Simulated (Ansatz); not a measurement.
```yaml
crystal:
  periodic: [false, false, false]
  atoms:
    - {symbol: O, position_ang: [-1.091081, 1.052322, 0.652408]}
    - {symbol: B, position_ang: [0.094622, 0.731526, 0.092459]}
    - {symbol: B, position_ang: [0.735573, -0.690997, -0.481034]}
    - {symbol: O, position_ang: [-0.097243, -1.680168, -0.235578]}
    - {symbol: F, position_ang: [1.857183, -0.932268, -1.153847]}
    - {symbol: H, position_ang: [-1.481000, 1.810230, 0.856142]}
    - {symbol: H, position_ang: [0.771248, 1.854808, -0.116986]}
    - {symbol: H, position_ang: [-0.898424, -1.528150, 0.140616]}
basis:
  gaussian: {orbitals: def2-TZVP, point_charges: [{charge: 2.00, position_ang: [4.871, 0.752, -0.187]}]}
hamiltonian: {xc: {name: CAM-B3LYP}}
accuracy: high
scf: {lower_state_search: off}
relax: {f_tol: 0.0001, max_steps: 1}
output: {forces: true}
```

```sh
$ ansatz run in.yaml --threads 2 --pin off --events-out ev --progress --plain --max-ram 4352MiB
```

Output, abridged:

```
Functional definition: CAM-B3LYP
3280 factors; integrals over basis functions are off by at most 2.3e-9 eV
495 factors; integrals over basis functions are off by at most 8.3e-10 eV
mean field evaluation 1: about -8209.4959 eV, gradient 7.0e1 eV
mean field evaluation 2: about -8204.9102 eV, gradient 8.9e1 eV
mean field evaluation 4: about -8216.6549 eV, gradient 2.9e0 eV
mean field evaluation 8: about -8216.7687 eV, gradient 1.2e-1 eV
mean field evaluation 16: about -8216.7687 eV, gradient 1.1e-4 eV
mean field -8216.76869451 eV, -301.9606799974 hartree, gradient 4.3e-8 eV, S^2 0.000000; 0 other end points of the search recorded, 0 dependent functions left out
reference -8216.76871383 eV, -301.9606807073 hartree; 19, 19 occupied and 154, 154 virtual orbitals, 3280 factors
relax step   1: F+E_penalty+E_count = -8216.76869451 eV  Δ(F+E_penalty+E_count) = +0.000e0 eV  max|allowed force component| = 7.607e0 eV/Å  Δτ_max = 0.0000 Å  (20 SCF iters, accepted)
Error: geometry relaxation did not converge after 1 steps: max|allowed force component| = 7.61e0 eV/Å (threshold 1.0e-4). Raise `relax.max_steps` over both its present limit and 1, loosen `relax.f_tol`, or start from a geometry closer to equilibrium. Where this run's directory can be resumed (`checkpoint.write`), a resume goes on for up to `relax.max_steps` more
```

Q: Something in this input is off. What?

A: The relaxation is allowed too few steps for its threshold. The calculation stopped without meeting its thresholds.
